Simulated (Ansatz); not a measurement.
Mulliken charges of `N=C1O[SiH]1N` from ωB97M-V/def2-TZVPP in Ansatz (PBE0-D4/def2-TZVP geometry).

```tsv
atom	x (Å)	y (Å)	z (Å)	charge (e)
N1	0.611	2.284	0.756	-0.267
C2	0.560	1.096	0.386	0.078
O3	0.935	-0.101	1.045	-0.342
Si4	0.290	-0.447	-0.476	0.514
N5	-1.189	-1.228	-0.622	-0.356
H6	1.005	2.365	1.696	0.120
H7	1.213	-1.016	-1.475	-0.021
H8	-1.324	-2.019	-1.228	0.134
H9	-2.012	-0.980	-0.100	0.139
```

Problem. By hand: the dipole of these point charges (1 e Å = 4.8032 D).

Solution. Σ q r = (-0.229, -0.384, -0.496) e Å, of length 0.668 e Å = 3.21 D.

Problem. How does the dipole of the full density compare? (Best estimate.)

Solution. The calculation gave: (-0.366, -0.701, -0.288) e Å, 4.04 D; the point charges give 0.79 times that, at 28° from its direction.

Point charges leave out the atoms' own dipoles, such as those of lone pairs, and Mulliken's split depends on the basis, so the two needn't agree.
